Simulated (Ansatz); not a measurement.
K3S2, relaxed as a doublet with UKS r2SCAN-D4/def2-SVP in Ansatz, starting from the GFN2-xTB geometry. Force threshold 0.02 eV/Å.

Another isomer (doublet) lies 0.09 eV lower at PBE0-D4/def2-TZVP; other spin states weren't run for this one.

Start:

```xyz
5

K     0.4308    2.9485   -0.7960
K     0.5267   -1.8933    1.9484
K    -1.2792   -1.7693   -1.3501
S     1.0803    0.1000   -0.3596
S    -0.7586    0.6141    0.5572
```

| step | energy (eV) | largest force component (eV/Å) | SCF passes |
| --- | --- | --- | --- |
| 1 | -70631.2524 | 1.182 | 17 |
| 2 | -70631.3427 | 0.391 | 20 |
| 3 | -70631.3781 | 0.033 | 24 |
| 4 | -70631.3843 | 0.040 | 30 |
| 5 | -70631.3862 | 0.018 | 28 |
| 6 | -70631.3866 | 0.010 | 23 |

Force components are those of the run's own axes.

End:

```xyz
5

K     0.561    2.859   -0.506
K     0.677   -1.538    2.072
K    -1.328   -1.774   -1.486
S     0.993   -0.050   -0.553
S    -0.903    0.503    0.473
```

By distances, no bond broke or formed. The bond that changes most is K3–S4, from 3.17 to 3.04 Å (atoms count from 1).

The force fell under the threshold at step 5, but the optimiser went on. No frequencies were taken in this run, so the end may be a saddle point.

Hardware: 4 threads of Arm Neoverse V1 on a shared host. Wall time 35 s.
